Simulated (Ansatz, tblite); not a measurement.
Spin states of Zn2O2⁺, each relaxed with PBE-D4/def2-SVP in Ansatz. Electronic energies in the gas phase.

The xTB rows come from tblite. Correlated methods freeze 20 core orbitals. In CCSD on the charge 1 doublet the largest single amplitude is 0.23, so its Hartree–Fock determinant may place the open shell otherwise than the density functionals do. The structure holds one bond between oxygen atoms, so isomers without such links may lie far lower. In the quartet geometry the species has come apart into loosely held pieces. The structure comes from a short search, and lower isomers may exist.

Doublet geometry (C2v within 0.1 Å):

```csv
atom,x (Å),y (Å),z (Å)
Zn1,-0.5186,1.5326,-0.1917
Zn2,1.6012,0.2934,0.0240
O3,-1.0857,-0.5969,0.0260
O4,0.0031,-1.2290,0.1417
```

Quartet geometry (Cs within 0.1 Å):

Cartesian coordinates in Å:
```
Zn -0.872 0.214 0.845
Zn -0.869 2.760 1.257
O 0.438 -1.397 -0.635
O 1.303 -1.577 -1.466
```

⟨S²⟩: doublet 0.84 at PBE0-D4/def2-TZVP (pure 0.75), quartet 3.77 at PBE0-D4/def2-TZVP (pure 3.75).

Run but left out: HF/STO-3G (doublet: ⟨S²⟩ 3.87, where a pure state has 0.75).

Only these spin states were relaxed. The quartet has fallen apart into loose fragments. The quartet has other bonds than the doublet, so the gap mixes isomer and spin.

Question: Estimate which spin state lies lowest at each of these levels, and by how much: GFN1-xTB; HF/def2-SVP; HF/def2-TZVP; PBE-D4/def2-TZVP; B97M-V/def2-TZVP; PBE0-D4/def2-TZVP; ωB97X-V/def2-TZVP; MP2/def2-TZVP.

Answer: 
```json
{"level": "GFN1-xTB", "quartet − doublet (kJ/mol)": "174.7", "lowest of these": "doublet", "remarks": "–"}
{"level": "HF/def2-SVP", "quartet − doublet (kJ/mol)": "-95.9", "lowest of these": "quartet", "remarks": "–"}
{"level": "HF/def2-TZVP", "quartet − doublet (kJ/mol)": "-106.0", "lowest of these": "quartet", "remarks": "spin-contaminated (⟨S²⟩ 3.88) (quartet)"}
{"level": "PBE-D4/def2-TZVP", "quartet − doublet (kJ/mol)": "48.7", "lowest of these": "doublet", "remarks": "–"}
{"level": "B97M-V/def2-TZVP", "quartet − doublet (kJ/mol)": "41.9", "lowest of these": "doublet", "remarks": "–"}
{"level": "PBE0-D4/def2-TZVP", "quartet − doublet (kJ/mol)": "13.6", "lowest of these": "doublet", "remarks": "spin-contaminated (⟨S²⟩ 0.84) (doublet)"}
{"level": "ωB97X-V/def2-TZVP", "quartet − doublet (kJ/mol)": "8.1", "lowest of these": "doublet", "remarks": "–"}
{"level": "MP2/def2-TZVP", "quartet − doublet (kJ/mol)": "-0.8", "lowest of these": "tie", "remarks": "spin-contaminated (⟨S²⟩ 3.88) (quartet)"}
```

Change of the quartet − doublet gap on mixing in exact exchange, in kJ/mol: PBE to PBE0 (25 % exact exchange) -35.1. The xTB methods have no term that favours high spin, so they put low spin too low.
